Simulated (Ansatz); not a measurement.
A structure relaxed at PBE-D4/def2-SVP in Ansatz, charge 0, singlet:

Cartesian coordinates in Å:
```
Si 1.1426 0.2704 0.6126
Si -0.0860 -1.0095 -1.9865
Si -0.8009 2.4881 1.2053
Si 0.7349 -2.3750 2.0606
Si 2.6728 1.6680 -1.5758
Si -2.9964 0.2450 1.0176
O -2.0451 -0.9167 1.7749
O -0.3754 -2.9015 0.9044
O 1.6018 -1.1079 1.3735
O 1.9008 -3.4930 2.4223
O -0.1275 -1.9616 3.3976
O -3.6654 -0.3678 -0.3598
O -1.7219 -1.2312 -2.1839
O 0.5147 -0.2206 -3.3186
O 0.5881 -2.5327 -1.7417
O 0.0787 -0.0935 -0.6340
O -4.1695 0.7326 2.0871
O -2.1243 1.6209 0.7062
O -0.2617 3.5344 0.0577
O 0.4158 1.3701 1.5774
O -1.1522 3.3512 2.5702
O 2.5072 0.9205 -0.1073
O 1.2300 2.3617 -2.0547
O 3.0221 0.5047 -2.7546
O 3.9132 2.7507 -1.5435
H -1.7231 -1.6708 1.2174
H -0.0231 -3.0025 -0.0120
H 1.6274 -4.1295 3.1057
H -0.9324 -1.4425 3.1400
H -3.0257 -0.6306 -1.0608
H -2.0044 -1.6553 -3.0127
H 1.5036 -0.1234 -3.3643
H 1.5605 -2.5856 -1.7709
H -4.7355 0.0123 2.4132
H 0.1811 3.1606 -0.7392
H -2.0263 3.1283 2.9358
H 0.6905 1.7544 -2.6116
H 3.9373 0.5104 -3.0873
H 4.1738 3.0671 -0.6606
```

(1) Give its formula.

(2) Summarise the bond lengths by kind (pairs closer than 1.2 times the sum of covalent radii, bridged metal pairs left out).

## Answers

(1) Si6O19H14, a hydroxylated oxide cluster.

(2) 24 × O–Si 1.63 to 1.69 Å; 14 × H–O 0.97 to 0.99 Å.

Single mean-field runs in def2-SVP are fitted with def2-universal-jkfit.
